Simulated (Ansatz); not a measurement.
`N[Si](N)(O)O[SiH3]` and `C=C[Si](N)(N)O` differ in one atom or group.

Ansatz, PBE0-D4/def2-TZVP geometries, multiplicity 1. Each molecule was computed in one conformer, which needn't be the lowest.

| property | `N[Si](N)(O)O[SiH3]` |
| --- | --- |
| HOMO energy (PBE0/def2-TZVPP) / eV | -7.55 |
| HOMO energy (ωB97M-V/def2-TZVPP) / eV | -9.98 |
| LUMO energy (PBE/def2-TZVPP) / eV | -0.61 |
| LUMO energy (B3LYP/def2-TZVPP) / eV | -0.04 |
| size of the dipole moment (B3LYP/def2-TZVPP) / D | 0.66 |
| HOMO–LUMO gap (PBE0/def2-TZVPP) / eV | 7.77 |

Task: What does the change do to each property? (Best estimate.)

Result: Ansatz gave: 
```csv
property,`C=C[Si](N)(N)O`,shift
HOMO energy (PBE0/def2-TZVPP) / eV,-7.19,0.36
HOMO energy (ωB97M-V/def2-TZVPP) / eV,-9.52,0.46
LUMO energy (PBE/def2-TZVPP) / eV,-1.15,-0.54
LUMO energy (B3LYP/def2-TZVPP) / eV,-0.37,-0.33
size of the dipole moment (B3LYP/def2-TZVPP) / D,1.50,0.84
HOMO–LUMO gap (PBE0/def2-TZVPP) / eV,7.05,-0.72
```

With PBE0 the HOMO rises by 0.36 eV and the LUMO falls by 0.37 eV, so the gap narrows by about 0.73 eV. PBE moves the HOMO by 0.26 eV and ωB97M-V by 0.46 eV. Dipoles are sizes alone; their direction can turn.

B3LYP here is the variant with VWN-RPA as its local correlation; programs differ in this.
